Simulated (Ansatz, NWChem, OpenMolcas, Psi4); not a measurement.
## How basis sets differ on GeSiH6 (SMILES [SiH3][GeH3])

GeSiH6 has 8 atoms, charge 0, and is taken as a singlet. SMILES: `[SiH3][GeH3]`. The shape is that of a PBE0-D4/def2-TZVP optimisation.

Quantity: the HOMO–LUMO gap, in eV. The values are calculated.

```csv
level,kind,program,value (eV)
HF/ANO-RCC-MB (DKH2),Hartree–Fock,OpenMolcas,16.09
HF/ANO-S-MB,Hartree–Fock,OpenMolcas,15.29
HF/STO-3G,Hartree–Fock,NWChem,19.77
HF/3-21G,Hartree–Fock,NWChem,14.68
HF/cc-pVDZ,Hartree–Fock,Ansatz,14.73
HF/def2-SVP (density fitting),Hartree–Fock,Psi4,14.80
```

All-electron rows without a relativistic Hamiltonian named are non-relativistic. The values span 14.68 to 19.77 eV. A Hartree–Fock LUMO above zero doesn't converge with the basis: it sinks as sets grow more diffuse. Orbital gaps aren't excitation energies.
